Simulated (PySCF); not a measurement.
Compound: C6H9BO3.
SMILES with atom numbers: `[CH3:1][O:2][B:3]([O:4][CH3:5])[c:6]1[cH:7][cH:8][o:9][cH:10]1` (hydrogens: H11, H12, H13 on C1; H14, H15, H16 on C5; H17 on C7; H18 on C8; H19 on C10)

Computed with PySCF, PBE0-D3(BJ)/def2-SVP geometry optimisation, gas phase.

Question: What internal coordinates does the optimisation give?

Answer: 
| bond | length (Å) |
| --- | --- |
| C1–O2, O4–C5 | 1.400 |
| O2–B3, B3–O4 | 1.362 |
| B3–C6 | 1.559 |
| C6–C7 | 1.442 |
| C7–C8 | 1.358 |
| C8–O9 | 1.353 |
| O9–C10 | 1.343 |
| C6–C10 | 1.373 |
| C1–H11 and 5 like bonds | 1.102 |
| C7–H17 | 1.087 |
| C8–H18 | 1.087 |
| C10–H19 | 1.086 |

Bonds in one row agree within 0.01 Å and their mean is given. A selection of angles:
| angle | degrees |
| --- | --- |
| C1–O2–B3 | 124.6 |
| O2–B3–O4 | 117.4 |
| O2–B3–C6 | 126.7 |
| O4–B3–C6 | 115.9 |
| B3–O4–C5 | 121.3 |
| B3–C6–C7 | 123.9 |
| B3–C6–C10 | 132.1 |
| C7–C6–C10 | 104.1 |
| C6–C7–C8 | 106.9 |
| C7–C8–O9 | 110.1 |
| C8–O9–C10 | 107.3 |
| C6–C10–O9 | 111.6 |

Dihedral angles: C1–O2–B3–O4 180° (antiperiplanar); O2–B3–O4–C5 0° (synperiplanar); O2–B3–C6–C7 -178° (antiperiplanar). The mirror-image conformer, all signs reversed, is as good.

B3 (three-coordinate boron) is planar (angles 126.7°, 117.4° and 115.9°, sum 360.0°, 0.00 Å off the plane of its three neighbours). The C–C distances run from 1.358 Å (C7–C8, aromatic) to 1.442 Å (C6–C7, aromatic), a spread of 0.084 Å. The C–O distances run from 1.343 Å (O9–C10, aromatic) to 1.403 Å (O4–C5, drawn single), a spread of 0.060 Å. The 10 heavy atoms lie in one plane (0.015 Å rms). The 5-membered ring C6–C7–C8–O9–C10 has internal angles of 104.1° to 111.6° (sum 540°, against 540° for a flat polygon); it is planar, 0.00 Å rms from its mean plane, widest ring torsion 0°. Of the pairs four or more bonds apart, C1···C10 is among the closest relative to their van der Waals radii: 3.17 Å, 93 % of the sum of Bondi's values.

Point group: near Cs, missed by 0.25 Å at most; the miss may be what the optimiser left on a soft mode. No frequency check. One conformer, not necessarily the lowest.
